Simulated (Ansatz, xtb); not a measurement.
**Relaxing a trial structure of CH3BClF**

The starting geometry of this gas-phase singlet was built from a drawn formula by distance geometry and a force field; its bonds are those of `F[BH2-][CH+]Cl`.

```yaml
atoms:
  - { symbol: C, position_ang: [0.0694, 1.5850, -0.6309] }
  - { symbol: B, position_ang: [-0.9875, 0.4409, -0.7083] }
  - { symbol: Cl, position_ang: [1.7871, 1.2305, -1.0663] }
  - { symbol: F, position_ang: [-1.0910, -0.1085, -2.0221] }
  - { symbol: H, position_ang: [-2.0065, 0.7975, -0.3389] }
  - { symbol: H, position_ang: [-0.5990, -0.5203, 0.0425] }
  - { symbol: H, position_ang: [-0.1998, 2.5482, -0.2825] }
```

Question: Predict what it relaxes into with r2SCAN-D4/def2-SVP.

Answer: It rearranges to `FBCCl`. Contacts that open: B2–H6 (1.28 → 2.20 Å). Contacts that close: C1–H6 (2.31 → 1.10 Å).

The energy falls by 3.49 eV over 17 steps:

```json
{"step": "1", "E − E(last) (eV)": "3.486"}
{"step": "3", "E − E(last) (eV)": "2.497"}
{"step": "5", "E − E(last) (eV)": "1.839"}
{"step": "6", "E − E(last) (eV)": "1.394"}
{"step": "8", "E − E(last) (eV)": "0.510"}
{"step": "10", "E − E(last) (eV)": "0.059"}
{"step": "12", "E − E(last) (eV)": "0.015"}
{"step": "13", "E − E(last) (eV)": "0.007"}
{"step": "15", "E − E(last) (eV)": "0.000"}
{"step": "17", "E − E(last) (eV)": "0.000"}
```

Final geometry (Å):

```json
{"atom": "C", "x (Å)": "0.0279", "y (Å)": "1.1233", "z (Å)": "-0.3451"}
{"atom": "B", "x (Å)": "-1.2082", "y (Å)": "0.5098", "z (Å)": "-1.0849"}
{"atom": "Cl", "x (Å)": "1.5650", "y (Å)": "1.0698", "z (Å)": "-1.2680"}
{"atom": "F", "x (Å)": "-1.1070", "y (Å)": "-0.0012", "z (Å)": "-2.2953"}
{"atom": "H", "x (Å)": "-2.2964", "y (Å)": "0.4957", "z (Å)": "-0.5507"}
{"atom": "H", "x (Å)": "0.1773", "y (Å)": "0.6022", "z (Å)": "0.6172"}
{"atom": "H", "x (Å)": "-0.1861", "y (Å)": "2.1739", "z (Å)": "-0.0796"}
```

From the same start GFN2-xTB reaches the same bonding as this run.

No frequencies were run, so the end isn't proven a minimum. Run with Ansatz 0.2.0, 28 s on 2 threads of Arm Neoverse V2, on a shared host.
